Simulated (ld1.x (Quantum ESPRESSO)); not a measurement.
# Scattering properties, PAW potential for boron (B)

| Quantity | Value |
| --- | --- |
| Element | boron (B) |
| Generator | ld1.x (Quantum ESPRESSO) 7.5 |
| Type | PAW |
| Functional | Wu–Cohen |
| Relativity | non-relativistic |
| Frozen core | [He] |
| Valence charge | 3 |
| Reference configuration | 2s1.5 2p1.5 |
| Partial waves | 2s (bound): rcut 0.95, rcutus 1.20 bohr; 2s channel at 0.85 Ry: rcut 0.95, rcutus 1.20 bohr; 2p (bound): rcut 3.75, rcutus 4.35 bohr; 2p channel at 0.05 Ry: rcut 3.75, rcutus 4.35 bohr; 3d channel at 0.45 Ry: rcut 3.35, rcutus 3.65 bohr; 3d channel at 1.8 Ry: rcut 3.35, rcutus 3.65 bohr |
| Local potential | all-electron potential smoothed inside 1.55 bohr (lloc = -1) |
| Core correction | a·sin(br)/r model core inside 0.95 bohr |
| Augmentation charge | PSQ, inside the norm-conserving radii |

The phase is arctan(r·u′/u) with u = r·R(r), unwrapped; energies in Ry, scanned from -3 to 5 Ry. A pole is an energy at which the radial function vanishes at the test radius. The pseudo phase is shifted by a multiple of π to meet the all-electron one at the reference energy, and phase errors are pseudo minus all-electron; the curves can meet again beyond the range given. Levels narrower than the energy grid can be missing from the lists of poles.

| channel | radius (bohr) | reference energy (Ry) | poles, all-electron | poles, pseudo | unbroken range about the reference energy with phases within 0.05 rad | phase error 1 Ry above the reference energy (rad) |
| --- | --- | --- | --- | --- | --- | --- |
| s | 4.70 | -0.71 | -0.68, 1.01, 3.57 | -0.68, 1.01, 3.57 | the whole range | -0.000 |
| p | 4.70 | -0.28 | -0.22, 1.18, 3.51 | -0.24, 4.98 | -0.3 to -0.3 | +2.270 |
| d | 4.70 | 0.45 | 0.91, 2.80 | 0.91, 3.10 | below 3.1 | +0.007 |

The ghost test of this file was not conclusive. Its overlap operator is not positive definite in a basis up to 400 Ry (lowest eigenvalue p -3.37, d -3.16), so the file is unfit for use: the generalised eigenproblem breaks down once the basis is large enough, and its test numbers describe a broken file.

Phases in the d channel:

```csv
E (Ry),all-electron,pseudo
-3.00,1.451,1.451
-2.76,1.446,1.446
-2.52,1.441,1.441
-2.28,1.434,1.435
-2.04,1.427,1.427
-1.80,1.419,1.419
-1.56,1.409,1.409
-1.32,1.396,1.396
-1.08,1.380,1.380
-0.84,1.359,1.359
-0.60,1.329,1.330
-0.36,1.282,1.283
-0.12,1.197,1.198
0.12,0.977,0.979
0.36,-0.103,-0.102
0.60,-1.278,-1.278
0.84,-1.530,-1.528
1.08,-1.657,-1.653
1.32,-1.792,-1.786
1.56,-2.128,-2.119
1.80,-3.790,-3.790
2.04,-4.438,-4.432
2.28,-4.587,-4.575
2.52,-4.658,-4.639
2.76,-4.705,-4.677
3.00,-4.746,-4.703
3.24,-4.788,-4.723
3.48,-4.845,-4.739
3.72,-4.949,-4.753
3.96,-5.296,-4.765
4.20,-7.052,-4.777
4.44,-7.587,-4.789
4.68,-7.712,-4.802
4.92,-7.769,-4.817
```
